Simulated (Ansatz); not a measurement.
The cluster Rh₅⁻. Charge -1, multiplicity 1. Geometry B3LYP-D4/def2-SVPD.

```xyz
5

Rh   -1.2617    0.0871    0.8008
Rh   -0.3845   -1.2838   -1.0128
Rh   -0.2993    1.1307   -1.4524
Rh    0.8774    1.2499    0.6997
Rh    1.0682   -1.1839    0.9646
```

In the def2 sets Rh takes a core potential; there is no spin–orbit coupling. LC-ωPBE has ω = 0.4 bohr⁻¹. At PBE-D4/def2-TZVPD the restricted singlet is unstable: a solution with broken spin symmetry lies lower. At PBE-D4/def2-TZVPD, r2SCAN-D4/def2-TZVPD, r2SCANh-D4/def2-TZVPD, PBE0-D4/def2-TZVPD the highest occupied level of the charge -1 singlet lies above zero (up to 0.84 eV). The electron is either unbound and held by the finite basis, or the level is raised by self-interaction error. The restricted singlet is unstable towards broken spin symmetry at other levels; at r2SCAN-D4/def2-TZVPD, r2SCANh-D4/def2-TZVPD, PBE0-D4/def2-TZVPD, LC-ωPBE/def2-TZVPD this wasn't settled. No other spin state of charge -1 was run. The geometry of the singlet was relaxed on an unsound state (restricted singlet, unstable towards broken spin symmetry at other levels and untested here). The structure comes from a short search, and lower isomers may exist.

(1) Estimate the orbital energies around the gap (eV) in Ansatz with PBE-D4/def2-TZVPD, r2SCAN-D4/def2-TZVPD, r2SCANh-D4/def2-TZVPD, PBE0-D4/def2-TZVPD, LC-ωPBE/def2-TZVPD.

Results:

(1) 
```csv
orbital,PBE-D4/def2-TZVPD,r2SCAN-D4/def2-TZVPD,r2SCANh-D4/def2-TZVPD,PBE0-D4/def2-TZVPD,LC-ωPBE/def2-TZVPD
HOMO−9,-0.62,-0.68,-1.04,-1.44,-3.46
HOMO−8,-0.25,-0.30,-0.71,-1.22,-3.43
HOMO−7,0.01,-0.05,-0.52,-1.09,-3.34
HOMO−6,0.04,0.02,-0.38,-0.88,-2.99
HOMO−5,0.12,0.06,-0.34,-0.82,-2.96
HOMO−4,0.24,0.18,-0.22,-0.68,-2.89
HOMO−3,0.48,0.45,0.04,-0.47,-2.66
HOMO−2,0.67,0.64,0.26,-0.28,-2.46
HOMO−1,0.76,0.70,0.29,-0.16,-2.23
HOMO,0.78,0.84,0.54,0.20,-1.55
LUMO,0.82,0.98,1.27,1.63,3.39
LUMO+1,0.83,1.00,1.29,1.66,3.49
LUMO+2,0.86,1.09,1.52,2.01,3.61
LUMO+3,1.12,1.31,1.65,2.10,4.44
LUMO+4,1.15,1.33,1.72,2.18,4.57
LUMO+5,1.25,1.45,1.77,2.37,4.59
```
